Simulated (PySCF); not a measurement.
C₄H₁₂Ge, charge +1, doublet, geometry from GFN2-xTB (a state made from the parent by changing its charge; the spin is typed, not shown lowest); PBE0/STO-3G in PySCF.

Here is a job for PySCF.
```python
from pyscf import gto, scf, dft

mol = gto.M(
    atom='''
C    -0.48205252   -0.96009797   -1.71425244
Ge   -0.00000000   -0.00000000    0.00000000
C     0.13979984    1.92665059   -0.60108043
C    -1.38582476   -0.69750621    1.29838323
C     1.72807744   -0.26904641    1.01694964
H    -1.45657332   -0.64326760   -2.07542220
H    -0.49790885   -2.02649429   -1.50552665
H     0.27774436   -0.72083335   -2.45355596
H     0.31669866    2.53824831    0.27964314
H    -0.79965512    2.19475665   -1.07716035
H     0.95675581    2.05479757   -1.30583369
H    -2.36690453   -0.51581762    0.86769691
H    -1.25368661   -1.76188944    1.47200266
H    -1.26648825   -0.15660439    2.23341937
H     1.78839900   -1.31731892    1.29729694
H     2.54811473    0.00406360    0.35818660
H     1.75350412    0.35035948    1.90925323
''',
    basis='sto-3g',
    charge=1,
    spin=1,
    verbose=4,
)

mf = dft.UKS(mol)
mf.xc = 'pbe0'
mf.grids.atom_grid = (50, 194)
mf.kernel()
```

Q: Write the output that PySCF gives for this input, abridged.

A: 
```
PySCF version 2.14.0

[INPUT] verbose = 4
[INPUT] num. atoms = 17
[INPUT] num. electrons = 67
[INPUT] charge = 1
[INPUT] spin (= nelec alpha-beta = 2S) = 1
[INPUT] symmetry False subgroup None
[INPUT] Mole.unit = angstrom
[INPUT] Symbol           X                Y                Z      unit          X                Y                Z       unit  Magmom
[INPUT]  1 C     -0.482052520000  -0.960097970000  -1.714252440000 AA   -0.910947240456  -1.814322216051  -3.239467619967 Bohr   0.0
[INPUT]  2 Ge     0.000000000000   0.000000000000   0.000000000000 AA    0.000000000000   0.000000000000   0.000000000000 Bohr   0.0
[INPUT]  3 C      0.139799840000   1.926650590000  -0.601080430000 AA    0.264183409858   3.640841952832  -1.135877391536 Bohr   0.0
[INPUT]  4 C     -1.385824760000  -0.697506210000   1.298383230000 AA   -2.618829253041  -1.318095707083   2.453588709428 Bohr   0.0
[INPUT]  5 C      1.728077440000  -0.269046410000   1.016949640000 AA    3.265593083640  -0.508424029697   1.921756302075 Bohr   0.0
[INPUT]  6 H     -1.456573320000  -0.643267600000  -2.075422200000 AA   -2.752524655148  -1.215599588806  -3.921979550842 Bohr   0.0
[INPUT]  7 H     -0.497908850000  -2.026494290000  -1.505526650000 AA   -0.940911361497  -3.829519201095  -2.845033041734 Bohr   0.0
[INPUT]  8 H      0.277744360000  -0.720833350000  -2.453555960000 AA    0.524860773043  -1.362177612953  -4.636548795694 Bohr   0.0
[INPUT]  9 H      0.316698660000   2.538248310000   0.279643140000 AA    0.598473731417   4.796594142040   0.528448947213 Bohr   0.0
[INPUT] 10 H     -0.799655120000   2.194756650000  -1.077160350000 AA   -1.511129170906   4.147488978568  -2.035538053741 Bohr   0.0
[INPUT] 11 H      0.956755810000   2.054797570000  -1.305833690000 AA    1.808006448986   3.883004648722  -2.467668038330 Bohr   0.0
[INPUT] 12 H     -2.366904530000  -0.515817620000   0.867696910000 AA   -4.472801324692  -0.974754032025   1.639709519031 Bohr   0.0
[INPUT] 13 H     -1.253686610000  -1.761889440000   1.472002660000 AA   -2.369124338934  -3.329488503363   2.781681882031 Bohr   0.0
[INPUT] 14 H     -1.266488250000  -0.156604390000   2.233419370000 AA   -2.393315932480  -0.295939407005   4.220550930599 Bohr   0.0
[INPUT] 15 H      1.788399000000  -1.317318920000   1.297296940000 AA    3.379584311446  -2.489371977508   2.451535918836 Bohr   0.0
[INPUT] 16 H      2.548114730000   0.004063600000   0.358186600000 AA    4.815238973670   0.007679091080   0.676874575489 Bohr   0.0
[INPUT] 17 H      1.753504120000   0.350359480000   1.909253230000 AA    3.313642545096   0.662083462345   3.607965707141 Bohr   0.0

nuclear repulsion = 391.139159331376
number of shells = 32
number of NR pGTOs = 150
number of NR cGTOs = 50
basis = sto-3g
ecp = {}

******** <class 'pyscf.dft.uks.UKS'> ********
method = UKS
initial guess = minao
damping factor = 0
level_shift factor = 0
DIIS = <class 'pyscf.scf.diis.CDIIS'>
diis_start_cycle = 1
diis_space = 8
diis_damp = 0
SCF conv_tol = 1e-09
SCF conv_tol_grad = None
SCF max_cycles = 50
direct_scf = True
direct_scf_tol = 1e-13
number electrons alpha = 34  beta = 33
XC library pyscf.dft.libxc version 7.1.2
    S. Lehtola, C. Steigemann, M. J. T. Oliveira, and M. A. L. Marques,  SoftwareX 7, 1–5 (2018)
XC functionals = pbe0
    C. Adamo and V. Barone,  J. Chem. Phys. 110, 6158 (1999)
    M. Ernzerhof and G. E. Scuseria,  J. Chem. Phys. 110, 5029 (1999)
radial grids:
    Treutler-Ahlrichs [JCP 102, 346 (1995); DOI:10.1063/1.469408] (M4) radial grids

becke partition: Becke, JCP 88, 2547 (1988); DOI:10.1063/1.454033
pruning grids: <function nwchem_prune>
grids dens level: 3
symmetrized grids: False
atomic radii adjust function: <function treutler_atomic_radii_adjust>
User specified grid scheme (50, 194)
small_rho_cutoff = 0
Set gradient conv threshold to 3.16228e-05
tot grids = 112232
init E= -2207.87927844329

cycle= 1 E= -2210.10813528906  delta_E= -2.23  |g|= 0.299  |ddm|= 3.19
cycle= 2 E= -2209.88436959547  delta_E= 0.224  |g|= 0.623  |ddm|= 1.36
cycle= 3 E= -2210.19036996668  delta_E= -0.306  |g|= 0.0944  |ddm|= 0.986
cycle= 4 E= -2210.19646086306  delta_E= -0.00609  |g|= 0.0147  |ddm|= 0.143
cycle= 5 E= -2210.19664754177  delta_E= -0.000187  |g|= 0.00208  |ddm|= 0.0284
cycle= 6 E= -2210.19665393404  delta_E= -6.39e-06  |g|= 0.00143  |ddm|= 0.0063
cycle= 7 E= -2210.19665588546  delta_E= -1.95e-06  |g|= 0.000222  |ddm|= 0.00287
cycle= 8 E= -2210.19665594326  delta_E= -5.78e-08  |g|= 6.83e-05  |ddm|= 0.000616
cycle= 9 E= -2210.19665594673  delta_E= -3.46e-09  |g|= 3.48e-05  |ddm|= 0.000133
cycle= 10 E= -2210.19665594761  delta_E= -8.81e-10  |g|= 4.92e-06  |ddm|= 5.35e-05
Extra cycle  E= -2210.19665594761  delta_E= 9.09e-13  |g|= 5.67e-06  |ddm|= 1.62e-05
converged SCF energy = -2210.19665594761  <S^2> = 0.75182095  2S+1 = 2.0018201
```
